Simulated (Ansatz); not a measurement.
Species: sum formula SiPH4, charge 0, multiplicity 2. It need not be the lowest isomer of its formula. SMILES: [SiH3][PH]
Geometry: optimised at B3LYP-D3(BJ)/def2-TZVP (Ansatz, a first-principles code).

Parts of the frozen-core correlation energy in cc-pwCVTZ (Ansatz, hartree). Frozen orbitals: 10; correlated occupied orbitals by spin: 7 and 6; virtual: 157 and 158. Open shells are spin-unrestricted. Spin-orbit coupling is left out. No relativistic terms.

| term | value |
|---|---|
| reference (HF) | -632.01100 |
| MP2 opposite-spin | ? |
| MP2 same-spin | ? |
| CCSD correlation | ? |
| (T) | -0.01140 |
| T1 diagnostic | 0.015 |
| largest doubles amplitude | 0.038 |
| <S^2> of the reference | 0.768 |

**Question.** Some entries are withheld; supply them.

**Answer.** 
- MP2 opposite-spin, value: -0.21732
- MP2 same-spin, value: -0.04389
- CCSD correlation, value: -0.30636
